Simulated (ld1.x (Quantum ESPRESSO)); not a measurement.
**Ag (Z = 47): one change to a TM potential, before and after**

| Item | Value |
| --- | --- |
| Element | Ag |
| Generator | ld1.x (Quantum ESPRESSO) 7.5 |
| Type | norm-conserving Troullier–Martins (Kleinman–Bylander form) |
| Functional | LDA (PZ) |
| Relativity | scalar-relativistic |
| Frozen core | [Kr] |
| Valence charge | 11 |
| Reference configuration | 4d10 5s0 5p0 (charge +1) |
| Partial waves | 5s (bound, empty): rc 1.70 bohr; 5p (bound, empty): rc 3.25 bohr; 4d (bound): rc 1.35 bohr; 4f channel at 0.05 Ry: rc 3.60 bohr |
| Local potential | the f channel |
| Core correction | a·sin(br)/r model core inside 1.35 bohr |

Change: core [Ar] 3d10, valence charge 19; reference 4s2 4p6 4d10 5s0 5p1; waves now 4p (bound): rc 1.25 bohr; 4d (bound): rc 1.95 bohr; 4f channel at 0.05 Ry: rc 1.70 bohr; 4s (bound): rc 1.05 bohr; local potential the s channel; core correction none.

Cutoffs: the cutoffs (Ry, on a coarse ladder) from which the occupation-weighted sum of valence levels, in a spherical-Bessel basis at the reference potential, stays within 10 and 1 mRy of its value at 400 Ry; they do not see the model core or the augmentation charge, which bear on the density cutoff. Errors are all-electron minus pseudo energies relative to the spin-unpolarised reference configuration.

What does the change do?

The potential gets harder (80 Ry and 110 Ry → 140 Ry and 230 Ry); neither file shows a bound ghost. The added semicore shells are compact, so their waves need more plane waves. Several settings change at once here, so the effects cannot be laid on one of them.

```tsv
quantity	base	changed
cutoff, loose	80 Ry	140 Ry
cutoff, tight	110 Ry	230 Ry
bound ghosts	none	none
largest error over its own tests, meV	-166	+304
```

Changed file: The 5p level has no wave, so the channel is fitted at the deeper level alone: the likely source of the large errors.
